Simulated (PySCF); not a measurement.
# Arsenic: highly charged ions in a basis for the neutral atom

As¹⁹⁺ [Ne] 3s2 3p2, As²⁰⁺ [Ne] 3s2 3p1. Computed with PySCF 2.14 in cc-pVTZ-PP with ECP10MDF, with scalar relativity through the core potential. No spin-orbit coupling, so a gap to NIST mixes the basis error with missing relativistic terms.

Changed run: basis of the neutral atom used for a highly charged ion. This setting is unsound on purpose.

```tsv
species	method	sound run (hartree)	changed run (hartree)	converged
As¹⁹⁺	UHF	not run	-123.82780	yes
As¹⁹⁺	B3LYP	not run	-123.98397	yes
As¹⁹⁺	LDA	not run	-123.70821	yes
As²⁰⁺	UHF	not run	-95.95195	yes
As²⁰⁺	B3LYP	not run	-96.08265	yes
As²⁰⁺	LDA	not run	-95.86690	yes
```

Ionisation energy of As¹⁹⁺:

```csv
method,changed run (eV),NIST (eV)
UHF,758.54,774 ± 1.8
B3LYP,759.23,774 ± 1.8
LDA,757.60,774 ± 1.8
```

The contracted functions were made for the neutral atom and can be too rigid for a highly charged ion.
